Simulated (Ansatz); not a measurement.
Process, species as SMILES: FC(F)CC(F)(F)F [1,1,1,3,3-pentafluoropropane] -> FC(F)[CH]C(F)(F)F + H atom (the C-H bond at the site shown breaks; other sites are not compared here)
Geometries: B3LYP-D3(BJ)/def2-TZVP minima from Ansatz (an electronic-structure program), one conformer each, not searched for the lowest. Frequencies are from Ansatz.

Wanted: bond dissociation energy (0 K, with B3LYP-D3(BJ) harmonic zero-point energies), in eV. Valence correlation only, unless marked. Open shells are spin-unrestricted. No spin-orbit coupling. No relativistic terms. CBS(X,Y): correlation extrapolated as X^-3; Hartree-Fock from the larger set. [CCSD(T)-MP2]/basis is that difference in the basis named.

RI-MP2/CBS(cc-pVTZ,cc-pVQZ)+[CCSD(T)-MP2]/cc-pVTZ (Ansatz) gives 4.53 eV.

Another calculation gave 4.44 eV. Which level was it?
(A) BHLYP/def2-TZVPD (Ansatz)
(B) wB97X-V/def2-TZVPD (Ansatz)
(C) SVWN5/def2-TZVPD (Ansatz)
(D) BLYP/def2-TZVPD (Ansatz)

B, wB97X-V/def2-TZVPD (Ansatz). The others give 4.18 (BLYP), 4.31 (BHLYP), 4.78 (SVWN5) eV.
